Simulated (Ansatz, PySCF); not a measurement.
Ga (SMILES [Ga-]), charge -1, triplet (in this run its highest filled SCF level lies above zero, so its values depend strongly on the basis, on diffuse functions most of all). Base run: WB97M-V/def2-TZVP (PySCF).

Here is a job for PySCF.
```python
from pyscf import gto, scf, dft

mol = gto.M(
    atom='''
Ga    0.000000    0.000000    0.000000
''',
    basis='def2-tzvp',
    charge=-1,
    spin=2,
    verbose=4,
)

mf = dft.UKS(mol)
mf.xc = 'wb97m_v'
mf.kernel()
```

The same geometry, method and basis name were run in Ansatz (a first-principles code) and PySCF, at each program's defaults and at the settings that a row names. The base is PySCF at its defaults. Differences at the defaults can come from grids, fitting, cores and function types together.

```
code and settings                                                               ΔE vs base (µEh)  basis functions       E (Eh)  SCF cycles
------------------------------------------------------------------------------  ----------------  ---------------  -----------  ----------
PySCF, defaults (exact integrals, its default grid, spherical functions)                     0.0               48  -1924.69614           8
Ansatz, defaults (factorised integrals, its default grid, spherical functions)               0.4               48  -1924.69614           -
PySCF, density fitting with def2-universal-jkfit                                            -8.6               48  -1924.69615           8
PySCF, fine grid                                                                             0.4               48  -1924.69614           8
Ansatz, high accuracy                                                                        0.3               48  -1924.69614           -
```

Open shells are given as the SCF converged; they aren't shown to be the lowest states, and a large step between rows can be another state.
